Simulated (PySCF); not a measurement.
## Ti⁺ (titanium, charge +1): UHF calculation

Configuration: [Ar] 3d2 4s1, high-spin 4F determinant. Computed with PySCF 2.14 in cc-pVTZ-DK (7s6p4d2f1g, 68 functions), with the spin-free X2C one-electron Hamiltonian (Gaussian nucleus).

- Total energy: -852.543294 hartree
- One-electron energy: -1162.8660 hartree
- Hartree (Coulomb) energy: 351.6269 hartree
- Exchange energy: -41.3042 hartree
- ⟨S²⟩: 3.7526
- ⟨L²⟩: 12.037
- Sum of ⟨r⟩: 17.24 bohr
- Sum of ⟨r²⟩: 29.10 bohr²
- Langevin diamagnetic susceptibility: -23.0 ×10⁻⁶ cm³/mol
- Time after the integrals: 0.53 s of wall time on 1 thread of Neoverse-V1 (shared host)

```csv
shell,electrons,mean orbital energy (eV),"rms radius, mean of both spins (bohr)"
1s α,1,-5024.9,0.0804
1s β,1,-5024.9,0.0804
2s α,1,-596.78,0.350
2s β,1,-595.75,0.350
2p α,3,-492.49,0.320
2p β,3,-491.54,0.320
3s α,1,-88.050,1.08
3s β,1,-84.236,1.08
3p α,3,-58.296,1.18
3p β,3,-53.846,1.18
3d α,2,-19.210,1.63
4s α,1,-13.034,3.49
```

Densities and radii are taken from the X2C orbitals without a picture-change correction, which distorts them close to the nucleus.
